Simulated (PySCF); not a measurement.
Compound: C9H13N.
SMILES: `Cc1ccc(N(C)C)cc1`

Theory: PySCF, PBE0-D3(BJ)/def2-SVP geometry optimisation, gas phase.

Masses are those of the commonest isotopes; rigid-rotor values at the optimised geometry. 

(1) What are A, B and C (cm⁻¹)?

(2) Classify the top.

(3) What does the inertial defect say?

(4) Give the other two planar moments, Paa and Pbb, and the rms extents of the mass along the axes.

(5) Where do the levels up to J = 2 lie, in K?

(6) Which lines would a microwave search look for?

## Answers

(1) Ia = 146.79, Ib = 639.90, Ic = 776.53 u·Å²; 505379 MHz·u·Å²/I gives 3443, 789.8 and 650.8 MHz, that is A = 0.11484, B = 0.02634, C = 0.02171 cm⁻¹.

(2) A near-prolate asymmetric top. Ray's parameter κ = (2B − A − C)/(A − C) = -0.900; −1 is the prolate and +1 the oblate limit.

(3) Not planar: Δ = Ic − Ia − Ib = -10.16 u·Å². For a rigid frame Δ = −2 Σ m c², so Σ m c² = 5.08 u·Å² lies off the ab plane: 4.82 from hydrogen and 0.26 from heavier atoms. The atom farthest from that plane is 1.05 Å away.

(4) Paa = Σ m a² = (Ib + Ic − Ia)/2 = 634.82 and Pbb = Σ m b² = (Ia + Ic − Ib)/2 = 141.71 u·Å². With the mass M = 135.10 u, the rms extents √(P/M) along a, b and c are 2.17, 1.02, 0.19 Å.

(5) Above 0(0,0), as E/k:
J = 1: 1(0,1) 0.069, 1(1,1) 0.196, 1(1,0) 0.203
J = 2: 2(0,2) 0.207, 2(1,2) 0.328, 2(1,1) 0.348, 2(2,1) 0.730, 2(2,0) 0.730
The levels of one J sum to (2J + 1)J(J + 1)(A + B + C)/3.

(6) The dipole components are |μa| = 1.71 D, |μb| = 0.04 D, |μc| = 0.11 D. Intensities carry the squares of the components, which stand as 1.00 : 0.00 : 0.00 (a : b : c). Some lines, for components of 0.1 D or more:

| type | branch | J(Ka,Kc) | MHz | lower level (cm⁻¹) |
| --- | --- | --- | --- | --- |
| a | Q | 2(1,1) ← 2(1,2) | 417 | 0.228 |
| a | R | 1(0,1) ← 0(0,0) | 1441 | 0.000 |
| c | Q | 2(1,2) ← 2(0,2) | 2519 | 0.144 |
| c | Q | 1(1,1) ← 1(0,1) | 2653 | 0.048 |
| a | R | 2(1,2) ← 1(1,1) | 2742 | 0.137 |
| a | R | 2(0,2) ← 1(0,1) | 2876 | 0.048 |
| a | R | 2(1,1) ← 1(1,0) | 3020 | 0.141 |
| c | R | 1(1,0) ← 0(0,0) | 4233 | 0.000 |
| c | R | 2(1,1) ← 1(0,1) | 5812 | 0.048 |
| c | Q | 2(2,1) ← 2(1,1) | 7959 | 0.242 |
| c | R | 2(2,0) ← 1(1,0) | 10985 | 0.141 |
| c | R | 2(2,1) ← 1(1,1) | 11118 | 0.137 |

Whether it is a minimum is left open (no frequencies). These are rigid-rotor constants of the computed structure; measured ground-state constants (B0) also hold zero-point vibration. A rigid rotor knows nothing of internal rotation, which can split or shift real lines. Quadrupole hyperfine structure (14N) is left out.

Conformer computed: `[CH3:1][c:2]1[cH:3][cH:4][c:5]([N:6]([CH3:7])[CH3:8])[cH:9][cH:10]1`: C4–C5–N6–C7 8°.
